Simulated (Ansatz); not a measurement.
Sn(NCS)H3 (CH3NSSn). The state is a singlet with charge 0. Geometry PBE0-D4/def2-SVP, basis def2-TZVP, Ansatz.

```xyz
7

Sn   -0.122   -0.610   -1.081
N     0.061    0.386    0.684
C     0.190    0.968    1.716
S     0.360    1.741    3.088
H     0.596    0.407   -2.245
H    -1.799   -0.815   -1.305
H     0.714   -2.078   -0.856
```

| run | HOMO (eV) | LUMO (eV) |
| --- | --- | --- |
| A | -7.92 | -0.10 |
| B | -9.49 | 1.16 |
| C | -9.48 | 1.64 |
| D | -6.11 | -1.12 |
| E | -5.85 | -1.52 |
| F | -6.96 | -0.77 |

In the def2 sets Sn takes a core potential; there is no spin–orbit coupling. LC-ωPBE has ω = 0.4 bohr⁻¹.

**Question.** The runs used BHLYP, HF, LC-ωPBE, PBE, PBE0, r2SCAN. Estimate which is which.

**Answer.** A BHLYP (50 % exact exchange); B LC-ωPBE (range-separated); C HF (100 % exact exchange); D r2SCAN (0 % exact exchange); E PBE (0 % exact exchange); F PBE0 (25 % exact exchange). Exact exchange lowers occupied and raises empty levels; among semilocal functionals meta-GGAs tend to open the gap a little, and such runs are hard to tell apart. The gap grows from 4.33 eV (PBE) to 11.11 eV (HF).
